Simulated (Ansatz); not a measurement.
Calculated with Ansatz (gas phase, PBE0-D4/def2-TZVP geometries, no zero-point term in ΔE). CBS: MP2 limit from def2 TZ/QZ plus the TZ coupled-cluster correction, frozen cores. This one scheme is used for every species. DFT in def2-TZVPP. B3LYP here is the variant with VWN-RPA as its local correlation; programs differ in this. HSE06 is defined as in plane-wave codes. For Br outer-core shells are correlated without core-valence functions, which leaves a few kJ/mol of doubt a bond. Scalar relativity is left out up to krypton.

Reaction (ligand exchange at the Si–Cl bond): `Cl[Si](Cl)(Cl)Br` + HBr → `Cl[Si](Cl)(Br)Br` + HCl

`Cl[Si](Cl)(Cl)Br`:

Z-matrix (Å, degrees):
```
Si
Cl 1 2.023
Cl 1 2.023 2 109.3
Br 1 2.188 2 109.7 3 120.2
Cl 1 2.023 2 109.3 3 -119.5
```

HBr:

Z-matrix (Å, degrees):
```
Br
H 1 1.420
```

`Cl[Si](Cl)(Br)Br`:

Z-matrix (Å, degrees):
```
Si
Cl 1 2.025
Br 1 2.190 2 109.5
Br 1 2.190 2 109.5 3 120.5
Cl 1 2.025 2 109.1 3 -119.7
```

HCl:

Cartesian coordinates in Å:
```
Cl 0.095 -0.134 -0.618
H -0.095 0.134 0.618
```

```tsv
level	ΔE (kcal/mol)	difference from CCSD(T)/CBS
BLYP-D4	1.6	0.8
B3LYP-D4	1.5	0.7
HSE06-D4	1.0	0.2
B2PLYP	1.7	0.9
PBE-QIDH	1.2	0.4
LC-ωPBE	1.8	1.0
HF/def2-SVP	3.1	2.3
HF/def2-TZVPP	2.2	1.4
SCS-MP2/def2-TZVPP	1.3	0.5
CCSD/CBS(def2)	0.9	0.1
CCSD(T)/CBS	0.8	0
```

Largest T1 diagnostic among the species: 0.008.

In def2-TZVPP, CCSD(T) changes the Hartree–Fock value by −0.9 kcal/mol (the triples alone add −0.1 kcal/mol) and MP2 by −1.3 kcal/mol. Leaving LDA and LC-ωPBE aside and taking each functional with its dispersion term where it has one, the values, not all of them listed here, spread over 1.4 kcal/mol, from HSE06-D4 to B97M-V. At CCSD(T), def2-SVP lies +1.7 kcal/mol from the extrapolated value and def2-TZVPP +0.6 kcal/mol.
